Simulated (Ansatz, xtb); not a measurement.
**Two isomers of C4H9BO**

Structure X: `B[C@@H]1CC[C@H]1O`, a singlet. Structure Y: `B[C@@H]1CC[C@@H]1O`, a singlet. Both are isolated molecules in the gas phase, relaxed with PBE-D3(BJ)/def2-SVP; each stands in its lowest conformer found.

Quicker runs give these differences E(Y) − E(X): GFN2-xTB −4.38 kJ/mol; HF/STO-3G +2.77 kJ/mol (at GFN2-xTB geometries); r2SCAN-D4/def2-SVP +0.61 kJ/mol (at GFN2-xTB geometries).

Estimate E(Y) − E(X) at the level CCSD(T)/def2-SVP + ΔMP2/def2-TZVPP.

Too close to call at this level: CCSD(T)/def2-SVP + ΔMP2/def2-TZVPP gives E(Y) − E(X) = +1.57 kJ/mol.

The same difference at several levels:

```csv
level,geometry,E(Y) − E(X) (kJ/mol),departure from the last row (kJ/mol),"job, with rough time for the two"
GFN2-xTB,GFN2-xTB,−4.38,−5.95,"optimisation, 0.37 s"
HF/STO-3G,GFN2-xTB,+2.77,+1.20,"single point, 0.52 s"
r2SCAN-D4/def2-SVP,GFN2-xTB,+0.61,−0.96,"single point, 4.4 s"
PBE-D3(BJ)/def2-SVP,PBE-D3(BJ)/def2-SVP,−0.97,−2.54,"optimisation, 60 s"
HF/def2-SVP,PBE-D3(BJ)/def2-SVP,−6.90,−8.47,part of the CCSD(T) run
MP2/def2-SVP,PBE-D3(BJ)/def2-SVP,+0.24,−1.33,part of the CCSD(T) run
CCSD(T)/def2-SVP,PBE-D3(BJ)/def2-SVP,−0.88,−2.44,single point
CCSD(T)/def2-SVP + ΔMP2/def2-TZVPP,PBE-D3(BJ)/def2-SVP,+1.57,,"single point, 1.7 min"
```

As drawn, both hold the same kinds of bond in the same numbers.

The largest departure from CCSD(T)/def2-SVP + ΔMP2/def2-TZVPP is that of HF/def2-SVP, 8.47 kJ/mol. The last row adds to CCSD(T) the change of the MP2 difference between the two basis sets, here +2.44 kJ/mol.

With thermal terms from frequencies at re-optimised GFN2-xTB minima (ideal gas, soft modes damped towards free rotors, one conformer each, 298.15 K, 1 atm): on the last row, ΔE + ΔZPE = +1.95, ΔH = +1.13, ΔG = +3.44 kJ/mol.

The correlated steps freeze 6 core orbitals. Codes used: Ansatz 0.2.0, xtb 6.7.1; the last row on 2 threads of Intel(R) Xeon(R) Processor @ 2.70GHz on a shared host.
